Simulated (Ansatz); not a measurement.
Computed with Ansatz on PBE0-D4/def2-TZVP structures; ΔE is electronic, products minus reactants. CBS: MP2 limit from def2 TZ/QZ plus the TZ coupled-cluster correction, frozen cores. This one scheme is used for every species. DFT in def2-TZVPP. Each species was taken in one conformer, which may not be the lowest.

Consider the cleavage of the Si–Si bond: `CC[SiH2][SiH2]F` + CH₃OH → `CO[SiH2]F` + `CC[SiH3]`.

`CC[SiH2][SiH2]F`:

```xyz
14

C    -0.881    1.881    1.046
C    -0.625    0.870   -0.068
Si    0.510   -0.539    0.445
Si    0.887   -2.050   -1.306
F     1.509   -1.267   -2.569
H     0.050    2.340    1.388
H    -1.541    2.685    0.711
H    -1.350    1.409    1.913
H    -1.569    0.437   -0.417
H    -0.179    1.362   -0.939
H    -0.093   -1.312    1.571
H     1.818   -0.003    0.920
H    -0.379   -2.686   -1.765
H     1.843   -3.126   -0.930
```

CH₃OH:

Z-matrix (Å, degrees):
```
C
O 1 1.409
H 1 1.097 2 112.4
H 1 1.090 2 107.0 3 -118.5
H 1 1.097 2 112.4 3 123.0
H 2 0.959 1 108.5 3 -61.6
```

`CO[SiH2]F`:

```xyz
9

C     0.481    0.890   -0.932
O     0.508   -0.417   -0.397
Si   -0.417   -0.945    0.826
F     0.023   -0.281    2.210
H     1.091    1.567   -0.328
H     0.889    0.855   -1.942
H    -0.540    1.285   -0.981
H    -0.203   -2.401    0.926
H    -1.833   -0.553    0.618
```

`CC[SiH3]`:

```xyz
11

C    -1.017   -0.157    0.980
C     0.077   -0.706    0.068
Si    0.912    0.613   -0.972
H    -1.483   -0.949    1.571
H    -1.808    0.331    0.404
H    -0.619    0.584    1.678
H    -0.332   -1.464   -0.608
H     0.848   -1.213    0.658
H     1.541    1.642   -0.098
H    -0.086    1.296   -1.842
H     1.967    0.022   -1.840
```

```json
{"level": "PBE", "ΔE (kJ/mol)": "-100.9"}
{"level": "CCSD/CBS(def2)", "ΔE (kJ/mol)": "-125.6"}
```

(1) What does CCSD(T)/CBS give? (Estimate.)

Largest T1 diagnostic among the species: 0.011.

## Answers

(1) Computed: -123.3 kJ/mol. The listed levels differ from it by 22.4, -2.3 kJ/mol.

In def2-TZVPP, CCSD(T) changes the Hartree–Fock value by +19.5 kJ/mol (the triples alone add +2.4 kJ/mol) and MP2 by +11.9 kJ/mol. From PBE to PBE0 (25 % exact exchange), in def2-TZVPP and without D4, ΔE moves by −6.9 kJ/mol.
